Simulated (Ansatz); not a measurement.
A series at Sn: from `N#[C][Sn]([F])([F])[F]`, ligands are replaced one by one, each step taking up H₂ and setting free H–F; n counts the steps. Ansatz, PBE0-D4/def2-TZVP geometries.

| n | molecule | HOMO energy, ωB97M-V/def2-TZVPP (eV) |
| --- | --- | --- |
| 0 | `N#[C][Sn]([F])([F])[F]` | -13.68 |
| 1 | `N#[C][SnH]([F])[F]` | -12.98 |
| 2 | `N#[C][SnH2][F]` | ? |
| 3 | `N#[C][SnH3]` | -11.78 |

By hand: fit a straight line y = ȳ + b (n − n̄) to the 3 given rows and predict n = 2.

n̄ = 1.333, ȳ = -12.813; Σ(n − n̄)(y − ȳ) = 2.933, Σ(n − n̄)² = 4.667, so b = 0.628 eV a step. Prediction: -12.813 + (0.628) × (0.667) = -12.39 eV.

By hand: compare with the computed value, -12.19 eV, and give the steps along the whole series.

The line misses by 0.20 eV (computed minus predicted). Steps: 0.70, 0.79, 0.41 eV.

The steps differ by up to 0.38 eV without a steady trend. The highest orbital can change its character along such a series. The miss is 10.5 % of the series' range.
